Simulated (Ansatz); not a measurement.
The same path of C$_{3}$H$_{12}$OSi$_{2}$ (18 atoms, charge 0, multiplicity 1) was run twice with different band settings. The coordinate that changes most is the dihedral O6–Si4–C5–H16.

Computed with Ansatz, RKS B3LYP/STO-3G.

Relaxed end points:

```xyz
18
Properties=species:S:1:pos:R:3
C -0.728 -1.886 0.521
C 0.150 -0.752 -0.107
Si 1.831 -0.670 0.751
Si -0.775 0.905 -0.112
C 0.162 2.213 -1.076
O -2.306 0.788 -0.885
H -0.216 -2.861 0.478
H -0.957 -1.680 1.580
H -1.686 -1.998 -0.012
H 0.334 -1.032 -1.157
H 1.667 -0.298 2.137
H 2.485 -1.957 0.696
H 2.683 0.307 0.113
H -0.929 1.329 1.270
H 0.319 1.907 -2.118
H 1.147 2.409 -0.635
H -0.392 3.160 -1.089
H -2.826 0.126 -0.304
```

```xyz
18
Properties=species:S:1:pos:R:3
C -0.609 -1.907 0.595
C 0.234 -0.739 -0.020
Si 1.770 -0.412 1.031
Si -0.835 0.805 -0.291
C 0.094 2.130 -1.237
O -2.227 0.468 -1.240
H -0.006 -2.822 0.709
H -1.000 -1.642 1.591
H -1.470 -2.163 -0.045
H 0.582 -1.079 -1.008
H 1.389 0.060 2.342
H 2.538 -1.627 1.187
H 2.610 0.586 0.411
H -1.217 1.313 1.018
H -0.542 3.007 -1.408
H 0.425 1.765 -2.218
H 0.983 2.467 -0.690
H -2.757 -0.200 -0.675
```

Common settings: spring 5.0 eV/Å²; optimiser quadratic models (default); start path IDPP; force threshold 0.05 eV/Å; end points relaxed.

| run | movable images | climbing image | iteration limit |
| --- | --- | --- | --- |
| 1 | 5 | yes | 60 |
| 2 | 6 | no | 49 |

Problem. What does each run give, and how far can it be trusted?

Solution. Run 1: converged after 4 iterations, highest image 0.025 eV above the first end. A vibrational analysis at the climbing image gives one clearly imaginary mode, 102i cm⁻¹: a first-order saddle point.
Run 2: converged after 4 iterations, highest image 0.024 eV above the first end. No image climbed, so the highest image needn't sit at the top of the path.
Limits of this set-up: minimal basis.
